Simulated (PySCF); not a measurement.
Dissociation curve of Li₂ (cation, charge +1), doublet.

ROKS-PBE = PySCF with restricted open-shell PBE/cc-pVDZ; UKS-PBE = unrestricted PBE/cc-pVDZ (PySCF); UKS-r2SCAN = PySCF with unrestricted r2SCAN/cc-pVDZ; UCCSD(T) = CCSD(T) on UHF/cc-pVDZ (PySCF).

Energies relative to the lowest point of each curve near equilibrium, in kJ/mol; the last columns give the difference from UCCSD(T):

```json
[
 {"R / Å": "2.45", "ROKS-PBE": "26.8", "UKS-PBE": "26.8", "UKS-r2SCAN": "28.3", "UCCSD(T)": "32.2", "ROKS-PBE − UCCSD(T)": "-5.4", "UKS-PBE − UCCSD(T)": "-5.4", "UKS-r2SCAN − UCCSD(T)": "-3.8"},
 {"R / Å": "2.61", "ROKS-PBE": "13.6", "UKS-PBE": "13.6", "UKS-r2SCAN": "14.4", "UCCSD(T)": "17.3", "ROKS-PBE − UCCSD(T)": "-3.7", "UKS-PBE − UCCSD(T)": "-3.7", "UKS-r2SCAN − UCCSD(T)": "-2.9"},
 {"R / Å": "2.74", "ROKS-PBE": "6.8", "UKS-PBE": "6.8", "UKS-r2SCAN": "7.2", "UCCSD(T)": "9.2", "ROKS-PBE − UCCSD(T)": "-2.4", "UKS-PBE − UCCSD(T)": "-2.4", "UKS-r2SCAN − UCCSD(T)": "-2.0"},
 {"R / Å": "2.93", "ROKS-PBE": "1.4", "UKS-PBE": "1.4", "UKS-r2SCAN": "1.5", "UCCSD(T)": "2.4", "ROKS-PBE − UCCSD(T)": "-0.9", "UKS-PBE − UCCSD(T)": "-0.9", "UKS-r2SCAN − UCCSD(T)": "-0.9"},
 {"R / Å": "3.02", "ROKS-PBE": "0.3", "UKS-PBE": "0.3", "UKS-r2SCAN": "0.3", "UCCSD(T)": "0.8", "ROKS-PBE − UCCSD(T)": "-0.5", "UKS-PBE − UCCSD(T)": "-0.5", "UKS-r2SCAN − UCCSD(T)": "-0.4"},
 {"R / Å": "3.14", "ROKS-PBE": "0.0", "UKS-PBE": "0.0", "UKS-r2SCAN": "0.0", "UCCSD(T)": "0.0", "ROKS-PBE − UCCSD(T)": "0.0", "UKS-PBE − UCCSD(T)": "0.0", "UKS-r2SCAN − UCCSD(T)": "0.0"},
 {"R / Å": "3.23", "ROKS-PBE": "0.4", "UKS-PBE": "0.4", "UKS-r2SCAN": "0.5", "UCCSD(T)": "0.3", "ROKS-PBE − UCCSD(T)": "0.2", "UKS-PBE − UCCSD(T)": "0.2", "UKS-r2SCAN − UCCSD(T)": "0.2"},
 {"R / Å": "3.29", "ROKS-PBE": "1.0", "UKS-PBE": "1.0", "UKS-r2SCAN": "1.1", "UCCSD(T)": "0.8", "ROKS-PBE − UCCSD(T)": "0.2", "UKS-PBE − UCCSD(T)": "0.2", "UKS-r2SCAN − UCCSD(T)": "0.4"},
 {"R / Å": "3.44", "ROKS-PBE": "3.2", "UKS-PBE": "3.2", "UKS-r2SCAN": "3.5", "UCCSD(T)": "3.0", "ROKS-PBE − UCCSD(T)": "0.1", "UKS-PBE − UCCSD(T)": "0.1", "UKS-r2SCAN − UCCSD(T)": "0.5"},
 {"R / Å": "3.57", "ROKS-PBE": "5.7", "UKS-PBE": "5.7", "UKS-r2SCAN": "6.3", "UCCSD(T)": "5.9", "ROKS-PBE − UCCSD(T)": "-0.2", "UKS-PBE − UCCSD(T)": "-0.2", "UKS-r2SCAN − UCCSD(T)": "0.4"},
 {"R / Å": "3.74", "ROKS-PBE": "9.7", "UKS-PBE": "9.7", "UKS-r2SCAN": "10.7", "UCCSD(T)": "10.6", "ROKS-PBE − UCCSD(T)": "-1.0", "UKS-PBE − UCCSD(T)": "-1.0", "UKS-r2SCAN − UCCSD(T)": "0.1"},
 {"R / Å": "3.99", "ROKS-PBE": "16.2", "UKS-PBE": "16.2", "UKS-r2SCAN": "18.1", "UCCSD(T)": "18.9", "ROKS-PBE − UCCSD(T)": "-2.7", "UKS-PBE − UCCSD(T)": "-2.7", "UKS-r2SCAN − UCCSD(T)": "-0.8"},
 {"R / Å": "4.40", "ROKS-PBE": "27.4", "UKS-PBE": "27.4", "UKS-r2SCAN": "30.9", "UCCSD(T)": "34.3", "ROKS-PBE − UCCSD(T)": "-6.8", "UKS-PBE − UCCSD(T)": "-6.8", "UKS-r2SCAN − UCCSD(T)": "-3.4"},
 {"R / Å": "4.84", "ROKS-PBE": "38.4", "UKS-PBE": "38.4", "UKS-r2SCAN": "43.8", "UCCSD(T)": "50.9", "ROKS-PBE − UCCSD(T)": "-12.6", "UKS-PBE − UCCSD(T)": "-12.6", "UKS-r2SCAN − UCCSD(T)": "-7.2"},
 {"R / Å": "5.39", "ROKS-PBE": "48.8", "UKS-PBE": "48.8", "UKS-r2SCAN": "56.5", "UCCSD(T)": "69.6", "ROKS-PBE − UCCSD(T)": "-20.8", "UKS-PBE − UCCSD(T)": "-20.8", "UKS-r2SCAN − UCCSD(T)": "-13.0"},
 {"R / Å": "5.85", "ROKS-PBE": "54.2", "UKS-PBE": "54.2", "UKS-r2SCAN": "63.7", "UCCSD(T)": "82.3", "ROKS-PBE − UCCSD(T)": "-28.1", "UKS-PBE − UCCSD(T)": "-28.1", "UKS-r2SCAN − UCCSD(T)": "-18.6"},
 {"R / Å": "6.52", "ROKS-PBE": "57.6", "UKS-PBE": "57.6", "UKS-r2SCAN": "69.2", "UCCSD(T)": "96.3", "ROKS-PBE − UCCSD(T)": "-38.7", "UKS-PBE − UCCSD(T)": "-38.7", "UKS-r2SCAN − UCCSD(T)": "-27.1"},
 {"R / Å": "7.11", "ROKS-PBE": "57.9", "UKS-PBE": "57.9", "UKS-r2SCAN": "70.6", "UCCSD(T)": "105.0", "ROKS-PBE − UCCSD(T)": "-47.1", "UKS-PBE − UCCSD(T)": "-47.1", "UKS-r2SCAN − UCCSD(T)": "-34.3"},
 {"R / Å": "7.86", "ROKS-PBE": "56.4", "UKS-PBE": "56.4", "UKS-r2SCAN": "69.9", "UCCSD(T)": "112.2", "ROKS-PBE − UCCSD(T)": "-55.8", "UKS-PBE − UCCSD(T)": "-55.8", "UKS-r2SCAN − UCCSD(T)": "-42.3"},
 {"R / Å": "8.64", "ROKS-PBE": "54.0", "UKS-PBE": "54.0", "UKS-r2SCAN": "67.8", "UCCSD(T)": "116.6", "ROKS-PBE − UCCSD(T)": "-62.5", "UKS-PBE − UCCSD(T)": "-62.5", "UKS-r2SCAN − UCCSD(T)": "-48.7"},
 {"R / Å": "9.62", "ROKS-PBE": "50.9", "UKS-PBE": "50.9", "UKS-r2SCAN": "64.8", "UCCSD(T)": "119.4", "ROKS-PBE − UCCSD(T)": "-68.5", "UKS-PBE − UCCSD(T)": "-68.5", "UKS-r2SCAN − UCCSD(T)": "-54.7"}
]
```

ROKS-PBE is furthest from UCCSD(T) at 9.62 (-68.5 kJ/mol, below); its mean absolute difference over the points is 17.1 kJ/mol.

UKS-PBE is furthest from UCCSD(T) at 9.62 (-68.5 kJ/mol, below); its mean absolute difference over the points is 17.1 kJ/mol.

UKS-r2SCAN is furthest from UCCSD(T) at 9.62 (-54.7 kJ/mol, below); its mean absolute difference over the points is 12.5 kJ/mol.

At the longest distance ROKS-PBE, UKS-PBE, UKS-r2SCAN leaves fractional charges on the fragments, a sign of delocalisation error or of the restricted form.
